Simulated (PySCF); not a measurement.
Computed shifts of a molecule C₄H₆OSi, PBE/pcSseg-1 run with PySCF, GIAO, gas phase, atoms alike by connectivity averaged where their shifts nearly agree, in ppm (number of nuclei): ¹³C: 251.2 (1), 162.8 (1), 136.6 (1), 57.9 (1). ²⁹Si: -84.5 (1). ¹H: 7.71 (1), 6.96 (1), 4.64 (2), 3.22 (2). References: ¹⁷O against H2O (σ = 334.3 ppm); ¹³C against TMS (σ = 182.0 ppm); ²⁹Si against TMS (σ = 335.4 ppm); ¹H against TMS (σ = 31.49 ppm), references at their B3LYP-D3(BJ)/def2-TZVP geometries, non-relativistic. Geometry optimised at r2SCAN-D4/def2-SVP. Other conformers were not sampled.

Q: Pick the molecule that these values belong to.
A) C#C[SiH2]C(C)=O
B) O=C1CC=C[SiH2]1
C) C=C=C1C[SiH2]O1
D) O=C[Si@@H]1C=CC1

A: B, O=C1CC=C[SiH2]1
